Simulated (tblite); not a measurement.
Species: C7H10N (doublet state).
Numbering: `[CH2:1]=[C:2]([CH3:3])[C:4]1=[N:5][CH2:6][CH2:7][CH:8]1` (hydrogens: H9, H10 on C1; H11, H12, H13 on C3; H14, H15 on C6; H16, H17 on C7; H18 on C8)

Structure used (GFN2-xTB), in Å, numbered top down from 1:
```
atom  x, y, z in Å
C1    -1.997    1.013   -0.993
C2    -1.422    0.129   -0.184
C3    -2.211   -0.840    0.638
C4     0.033    0.040   -0.030
N5     0.553   -0.802    0.849
C6     1.978   -0.702    0.808
C7     2.338    0.361   -0.251
C8     0.995    0.768   -0.729
H9    -1.435    1.714   -1.585
H10   -3.069    1.064   -1.089
H11   -1.975   -0.703    1.692
H12   -1.928   -1.858    0.378
H13   -3.278   -0.709    0.482
H14    2.393   -1.688    0.573
H15    2.340   -0.439    1.808
H16    2.891    1.204    0.174
H17    2.955   -0.047   -1.058
H18    0.830    1.500   -1.494
```

Method: GFN2-xTB as coded in tblite; computed harmonic values from a numerical Hessian at the method's own geometry, unscaled. Against measured fundamentals such values can be off by several per cent, at times by over 20. One conformer, not necessarily the lowest. Open shells enter through the occupations alone, without spin polarisation, and single modes of such species can be off by tens of per cent. The optimisation stopped once no atom felt more than 0.01 eV/Å.

Lowest wavenumbers of the output (negative numbers stand for imaginary wavenumbers):
```
mode    cm-1
  1     -20.1
  2     117.2
  3     163.8
  4     180.4
  5     199.9
  6     360.8
  7     409.0
  8     445.8
```

Q: Is this structure a minimum?

A: Not by this Hessian. 1 mode is imaginary beyond 20i (20i cm⁻¹), so at this level the point lies at or near a first-order saddle. The curvature is small, so loose convergence or finite differences may be the whole cause.

Q: Which atoms move in the imaginary mode?

A: 20i: C3 (carbon bonded to C and 3 H) 18 %, C1 (carbon bonded to C and 2 H) 18 %, N5 (nitrogen bonded to 2 C) 12 %, C8 (carbon bonded to 2 C and H) 12 %. These are shares of the mass-weighted motion.

Q: What is the remedy?

A: Step along that mode in both directions, optimise again with tighter thresholds and repeat the frequencies. The zero-point energy of this point (93.3 kcal/mol) counts the 47 real modes alone, and thermal corrections from it aren't those of a minimum.
